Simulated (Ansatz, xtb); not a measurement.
Isomers of C3H3ClN2O in order of energy

3 gas-phase structures of C3H3ClN2O, from a drawn sample of its isomers (lower ones may exist). Each was relaxed with GFN2-xTB:

A. `On1ccnc1Cl`, a singlet
B. `On1cncc1Cl`, a singlet
C. `On1cnc(Cl)c1`, a singlet

Which do you expect lowest at r2SCAN-D4/def2-SVP, and how would the others follow?

Calculated order at r2SCAN-D4/def2-SVP: C (0.000), A (0.034), B (0.118) eV. Less than 1 kcal/mol parts C and A, so the order within that pair means little.

Energies above the lowest of each column, in eV; the last columns are at PBE0-D3(BJ)/def2-SVP geometries:

```json
{"structure": "C", "GFN2-xTB": "0.069", "HF/STO-3G": "0.000", "r2SCAN-D4/def2-SVP": "0.000", "PBE0-D3(BJ)/def2-SVP": "0.000", "CCSD(T)/def2-SVP + ΔMP2/def2-TZVPP": "0.000"}
{"structure": "A", "GFN2-xTB": "0.000", "HF/STO-3G": "0.113", "r2SCAN-D4/def2-SVP": "0.034", "PBE0-D3(BJ)/def2-SVP": "0.064", "CCSD(T)/def2-SVP + ΔMP2/def2-TZVPP": "0.103"}
{"structure": "B", "GFN2-xTB": "0.035", "HF/STO-3G": "0.144", "r2SCAN-D4/def2-SVP": "0.118", "PBE0-D3(BJ)/def2-SVP": "0.101", "CCSD(T)/def2-SVP + ΔMP2/def2-TZVPP": "0.099"}
```

CCSD(T)/def2-SVP + ΔMP2/def2-TZVPP puts C lowest; GFN2-xTB picks A. CCSD(T)/def2-SVP + ΔMP2/def2-TZVPP orders those it was run on as C (0.000), B (0.099), A (0.103) eV. Less than 1 kcal/mol parts B and A, so the order within that pair means little. Flexible structures stand in one conformer each, not always the lowest. Frequencies (GFN2-xTB) were run for A, C alone. ΔMP2 is the change of the MP2 energy from the smaller to the larger basis.

Programs: Ansatz 0.2.0, xtb 6.7.1.
